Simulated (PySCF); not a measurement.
A structure optimised at PBE0-D3(BJ)/def2-SVP, used in a PySCF frequency run:

```xyz
12

Al     0.0645    -0.0510     0.0919
O     -0.4189    -1.3192    -0.9270
C     -1.1840    -1.5624    -2.0584
H     -1.7097    -0.6601    -2.4258
H     -0.5529    -1.9373    -2.8834
H     -1.9482    -2.3325    -1.8527
P      1.5827    -0.6160     1.7587
H      0.8049    -1.7464     2.1598
H      0.9838     0.2676     2.7105
P     -0.5925     2.1386    -0.3873
H     -0.8820     2.4198     0.9845
H     -1.9321     1.7397    -0.6934
```

Write its SMILES and formula.

C[O][Al]([PH2])[PH2], CH7AlOP2

What are its rotational constants (standard atomic weights)?

2.1113, 1.5997, 0.92751 GHz
